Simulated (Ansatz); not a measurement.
A run on `S[SiH]1[SiH2]P1` with other settings.

```yaml
crystal:
  periodic: [false, false, false]
  atoms:
    - {symbol: S, position_ang: [-2.127130, 0.981544, -0.109434]}
    - {symbol: Si, position_ang: [-0.238676, 0.675978, 0.293407]}
    - {symbol: Si, position_ang: [0.347535, -1.316870, 0.369381]}
    - {symbol: P, position_ang: [0.884827, -0.127688, -1.278958]}
    - {symbol: H, position_ang: [-1.929880, 1.893065, -0.923554]}
    - {symbol: H, position_ang: [0.368112, 1.650261, 1.028609]}
    - {symbol: H, position_ang: [1.360736, -1.742671, 1.174364]}
    - {symbol: H, position_ang: [-0.566160, -2.286059, 0.085572]}
    - {symbol: H, position_ang: [1.982240, 0.229938, -0.654937]}
basis:
  gaussian: {orbitals: def2-mTZVPP}
hamiltonian: {xc: {name: PBE}, dispersion: d3bjatm}
```

```sh
$ ansatz run in.yaml --threads 2 --pin off --events-out ev --progress --plain --max-ram 4352MiB
```

Shortened log:

```
Functional definition: PBE
1273 factors; their error is unknown
mean field evaluation 1: about -35938.9957 eV, gradient 3.2e1 eV
mean field evaluation 2: about -35936.1234 eV, gradient 4.4e1 eV
mean field evaluation 4: about -35942.5367 eV, gradient 2.5e0 eV
mean field evaluation 8: about -35942.5501 eV, gradient 4.3e-2 eV
mean field evaluation 16: about -35942.5201 eV, gradient 6.1e-5 eV
mean field -35942.52013372 eV, -1320.8632521990 hartree, gradient 6.1e-5 eV, S^2 0.000000; 0 other end points of the search recorded, 0 dependent functions left out
reference -35942.52017598 eV, -1320.8632537521 hartree; 32, 32 occupied and 101, 101 virtual orbitals, 1273 factors
Total energy: -35942.83927102 eV, -1320.8749802786 hartree
```

Run time 1.1 s (2 threads of an Intel Xeon 6975P-C on a shared host); peak host memory 0.43 GiB.
